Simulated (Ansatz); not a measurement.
ZrBrCl3, 5 atoms. Hardware: 4 threads of Arm Neoverse V1 on a shared host.

In the def2 sets Zr takes a core potential; there is no spin–orbit coupling.

**Question.** How many basis functions does each of these Ansatz runs have, and roughly what does it cost? ωB97M-V/def2-TZVP, charge 0 singlet, energy, from earlier orbitals; PBE-D4/def2-SVP, charge 0 singlet, energy, from earlier orbitals; HSE06-D4/def2-TZVP, charge 0 singlet, energy, from earlier orbitals; PBE0-D4/def2-SVP, charge 0 singlet, energy, from earlier orbitals; PBE0-D4/def2-SVP, charge 0 singlet, relaxation, 5 steps; PBE-D4/def2-TZVP, charge 0 triplet at the geometry of the charge 0 singlet, energy, from earlier orbitals; ωB97X-V/def2-TZVP, charge 0 singlet, energy, from earlier orbitals; r2SCANh-D4/def2-TZVP, charge 0 singlet, energy, from earlier orbitals; PBE0-D4/def2-SVP, charge 0 singlet, energy with a search over starts; r2SCAN-D4/def2-TZVP, charge 0 triplet at the geometry of the charge 0 singlet, energy, from earlier orbitals; r2SCAN-D4/def2-TZVP, charge 1 doublet at the geometry of the charge 0 singlet, energy, from earlier orbitals; PBE0-D4/def2-SVP, charge 1 doublet at the geometry of the charge 0 singlet, energy with a search over starts.

**Answer.** Other jobs shared the machine, so times can vary by a factor of up to 3. A dash marks memory too small to be measured apart from the calling script's.

```tsv
run	functions	fitting or Cholesky vectors	wall time	peak host memory (GiB)
PBE-D4/def2-SVP, charge 0 singlet, energy, from earlier orbitals	117	1208	1.4 s	–
PBE0-D4/def2-SVP, charge 0 singlet, energy, from earlier orbitals	117	1107	2.3 s	–
PBE0-D4/def2-SVP, charge 0 singlet, energy with a search over starts	117	1107	2.4 s	–
HSE06-D4/def2-TZVP, charge 0 singlet, energy, from earlier orbitals	199	1616	4.4 s	0.78
r2SCANh-D4/def2-TZVP, charge 0 singlet, energy, from earlier orbitals	199	1480	8 s	0.76
PBE0-D4/def2-SVP, charge 0 singlet, relaxation, 5 steps	117	1189	9.5 s	–
ωB97X-V/def2-TZVP, charge 0 singlet, energy, from earlier orbitals	199	1554	12 s	0.9
ωB97M-V/def2-TZVP, charge 0 singlet, energy, from earlier orbitals	199	1549	13 s	0.91
PBE-D4/def2-TZVP, charge 0 triplet at the geometry of the charge 0 singlet, energy, from earlier orbitals	199	1465	15 s	0.6
r2SCAN-D4/def2-TZVP, charge 0 triplet at the geometry of the charge 0 singlet, energy, from earlier orbitals	199	1465	40 s	0.71
r2SCAN-D4/def2-TZVP, charge 1 doublet at the geometry of the charge 0 singlet, energy, from earlier orbitals	199	1465	43 s	0.69
PBE0-D4/def2-SVP, charge 1 doublet at the geometry of the charge 0 singlet, energy with a search over starts	117	1107	46 s	0.59
```
